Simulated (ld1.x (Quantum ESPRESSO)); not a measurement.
## Pseudopotential generation for holmium: TM, PBEsol, scalar-relativistic.

```
Element                 : Ho (Z = 67)
Generator               : ld1.x (Quantum ESPRESSO) 7.5
Type                    : norm-conserving Troullier–Martins (Kleinman–Bylander form)
Functional              : PBEsol
Relativity              : scalar-relativistic
Frozen core             : [Kr] 4d10
Valence charge          : 21
Reference configuration : 4f10 5s2 5p6 5d1 6s2 6p0
Partial waves           : 5p (bound): rc 1.85 bohr; 5d (bound): rc 2.20 bohr; 4f (bound): rc 1.10 bohr; 5s (bound): rc 1.40 bohr
Local potential         : the s channel
Core correction         : none
```

Occupied shells without a wave of their own: 6s. They enter only through the test configuration that unscreens the potential.

All-electron outer shells of the reference configuration (PBEsol, scalar-relativistic, ld1.x):

```tsv
shell	level (eV)	outermost node (bohr)	outermost maximum (bohr)
4p	-310.06	0.27	0.51
4d	-166.19	0.25	0.52
5s	-54.44	0.61	1.13
5p	-29.15	0.66	1.28
4f	-9.39	–	0.52
6s	-4.36	1.52	3.22
5d	-2.22	0.74	1.91
6p	-1.31	1.84	4.41
```

What the tests gave:

| Quantity | Value |
| --- | --- |
| Cutoffs needed | 300 Ry and over 300 Ry (the cutoffs (Ry, on a coarse ladder) from which the occupation-weighted sum of valence levels, in a spherical-Bessel basis at the reference potential, stays within 10 and 1 mRy of its value at 400 Ry) |
| Ghost test | no extra level below or beside the all-electron valence levels (p, d, f, s tested) (spherical-Bessel basis up to 400 Ry, 20 bohr box) |
| Largest excitation error | -618 meV (all-electron minus pseudo) for 4f9 5s2 5p6 5d0 6s0 6p0, out of 7 test configurations |

Generation and tests took about 5.9 s on one core of a shared server CPU.
